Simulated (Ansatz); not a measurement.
Species: C₃H₉ClS₃Si, charge 0, multiplicity 1. SMILES: CS[Si](Cl)(SC)SC
Coordinates optimised at B3LYP-D3(BJ)/def2-TZVP (Ansatz, a quantum-chemistry and plane-wave program):
```xyz
17

C      3.0445     0.1745     0.0691
S      1.6655     0.8067     1.1002
Si    -0.0071    -0.0186     0.0981
Cl     0.1408     0.3694    -1.9479
S     -0.0572    -2.1103     0.4226
C     -1.3438    -2.6251    -0.7790
S     -1.7806     0.8518     0.8596
C     -1.6623     2.5512     0.1795
H      2.9794     0.5763    -0.9387
H      3.0359    -0.9122     0.0426
H      3.9609     0.5193     0.5432
H     -1.4688    -3.6980    -0.6490
H     -2.2849    -2.1220    -0.5715
H     -1.0200    -2.4141    -1.7948
H     -1.6962     2.5280    -0.9066
H     -0.7501     3.0364     0.5176
H     -2.5251     3.0921     0.5622
```
Charge 0, spin multiplicity 1.

Property: vertical triplet-singlet gap (E(triplet) - E(singlet); each state is the SCF solution reached for its spin; the molecule has degenerate orbitals, so one determinant may break the symmetry), in kcal/mol. Valence correlation only, unless marked. UHF or UKS for open shells. No spin-orbit coupling. No relativistic terms. 

```tsv
level	program	vertical triplet-singlet gap (kcal/mol)
HF/aug-cc-pV(D+d)Z	Ansatz	121.8
SVWN5/def2-TZVPD	Ansatz	107.8
r2SCAN/def2-TZVPD	Ansatz	114.8
B3LYP/def2-TZVPD	Ansatz	117.0
PBE0/def2-TZVPD	Ansatz	117.0
wB97M-V/def2-TZVPD	Ansatz	124.2
wB97X-V/def2-TZVPD	Ansatz	125.7
RI-MP2/aug-cc-pV(T+d)Z	Ansatz	126.9
SCS-MP2/aug-cc-pV(D+d)Z	Ansatz	129.6
```
